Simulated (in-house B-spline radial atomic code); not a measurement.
Ionisation energies along the 5-electron series, configuration 1s2 2s2 2p1/2(1), as differences of self-consistent energies. Dirac energy differences include first-order Breit, QED and recoil terms. NIST's values go from ground level to ground level; the uncertainty of those that are theory runs from under 0.1 % in few-electron ions to several per cent in heavy many-electron ones. Computed with a radial B-spline atomic code at the basis-set limit: Dirac-Hartree-Fock, jj configuration that fills j = l - 1/2 first, finite nuclei.

```tsv
ion	configuration after	ionisation energy (eV)	IE/(q+1)² (eV)	-ε less Coulomb ΔSCF (eV)	Breit and QED recoil part (eV)	tabulated value (eV)	tabulated kind	computed minus tabulated (eV)
Al8+	[He] 2s2	330.5	4.0805	0.66071	-0.086116	330.21	semi-empirical	0.3
Si9+	[He] 2s2	401.8	4.0181	0.66518	-0.11377	401.38	semi-empirical	0.4
P10+	[He] 2s2	480.0	3.9668	0.6692	-0.14656	479.44	semi-empirical	0.5
S11+	[He] 2s2	565.1	3.9241	0.67288	-0.18528	564.41	semi-empirical	0.7
Cl12+	[He] 2s2	657.1	3.8881	0.6763	-0.23007	656.3	semi-empirical	0.8
Ar13+	[He] 2s2	756.0	3.8574	0.67954	-0.2814	755.13	semi-empirical	0.9
K14+	[He] 2s2	862.0	3.831	0.68263	-0.34046	860.92	semi-empirical	1.1
Ca15+	[He] 2s2	?	?	?	?	?	semi-empirical	?
Sc16+	[He] 2s2	1094.8	3.7883	0.68853	-0.48148	1093.5	semi-empirical	1.3
Ti17+	[He] 2s2	1221.8	3.7709	0.6914	-0.56479	1220.3	semi-empirical	1.5
V18+	[He] 2s2	1355.8	3.7557	0.69423	-0.65732	1354.2	semi-empirical	1.6
Cr19+	[He] 2s2	1496.9	3.7423	0.69706	-0.75977	1495.1	semi-empirical	1.8
Mn20+	[He] 2s2	?	?	?	?	?	semi-empirical	?
Fe21+	[He] 2s2	1800.5	3.7201	0.70272	-0.99579	1798.4	semi-empirical	2.1
Co22+	[He] 2s2	1963.1	3.7109	0.70559	-1.1304	1960.8	semi-empirical	2.3
Ni23+	[He] 2s2	2132.9	3.7029	0.70849	-1.2774	2130.5	semi-empirical	2.4
Cu24+	[He] 2s2	?	?	?	?	?	semi-empirical	?
Zn25+	[He] 2s2	2494.3	3.6897	0.71442	-1.6084	2491.5	semi-empirical	2.8
Ga26+	[He] 2s2	2685.9	3.6844	0.71747	-1.7938	2683	semi-empirical	2.9
Ge27+	[He] 2s2	2885.0	3.6798	0.72058	-1.9935	2881.9	semi-empirical	3.1
```

**Question.** Fill in the row of Ca15+.

**Answer.** ionisation energy (eV): 974.9; IE/(q+1)² (eV): 3.8081; -ε less Coulomb ΔSCF (eV): 0.68562; Breit and QED recoil part (eV): -0.40707; tabulated value (eV): 973.7; computed minus tabulated (eV): 1.2.

**Question.** Fill in the row of Mn20+.

**Answer.** ionisation energy (eV): 1645.1; IE/(q+1)² (eV): 3.7305; -ε less Coulomb ΔSCF (eV): 0.69988; Breit and QED recoil part (eV): -0.87229; tabulated value (eV): 1643.2; computed minus tabulated (eV): 1.9.

**Question.** Fill in the row of Cu24+.

**Answer.** ionisation energy (eV): 2309.9; IE/(q+1)² (eV): 3.6959; -ε less Coulomb ΔSCF (eV): 0.71143; Breit and QED recoil part (eV): -1.4362; tabulated value (eV): 2307.3; computed minus tabulated (eV): 2.6.

**Question.** How far is this level of theory from the measured and semi-empirical values?

**Answer.** Over those 20 rows the differences run from +0.314 to +3.07 eV (mean absolute value 1.6 eV). The calculation leaves out correlation and, in open shells, the multiplet splittings that an average leaves out.
